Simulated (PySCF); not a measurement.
Mean polarisability (bohr³) of eight silicon and germanium compounds: PBE beside ωB97X, computed with PySCF for isolated molecules in the bases named; differences from unrounded values. The eight are the first of their class met in an unordered collection, after screening for sound electronic states; none was chosen by its value. Each molecule has one DFT geometry for both levels.

| molecule | basis | ωB97X | PBE | difference |
|---|---|---|---|---|
| SiFCl2Br, SMILES F[Si](Cl)(Br)Cl | def2-TZVP | 61.8 | 65.0 | 3.3 |
| Ge(H)(F)(NH2)2 (FGeH₅N₂), SMILES [NH2][GeH]([NH2])[F] | def2-TZVP | 42.2 | 45.0 | 2.8 |
| Si(Me)(Cl)3 (CH₃Cl₃Si), SMILES C[Si](Cl)(Cl)Cl | def2-TZVP | 68.9 | 72.4 | 3.6 |
| CH3Cl2FGe, SMILES [CH3][Ge]([F])([Cl])[Cl] | def2-TZVP | 61.9 | 65.2 | 3.3 |
| ClH₆NSi₂, SMILES N[SiH2][SiH2]Cl | def2-TZVP | 73.4 | 77.9 | 4.5 |
| CH₈N₂OSi, SMILES CN[Si@@H](N)O | def2-TZVP | 55.0 | 58.8 | 3.8 |
| Si(H)(OH)(SeH)2 (H₄OSe₂Si), SMILES O[SiH]([SeH])[SeH] | def2-TZVP | 80.4 | 84.7 | 4.3 |
| bis(fluoromethyl)-hydroxysilane (C₂H₆F₂OSi), SMILES O[SiH](CF)CF | def2-TZVP | 52.6 | 55.9 | 3.3 |

PBE lies below ωB97X in 0 and above it in 8 of the eight; the mean signed difference is 3.6 and the largest 4.5 bohr³.
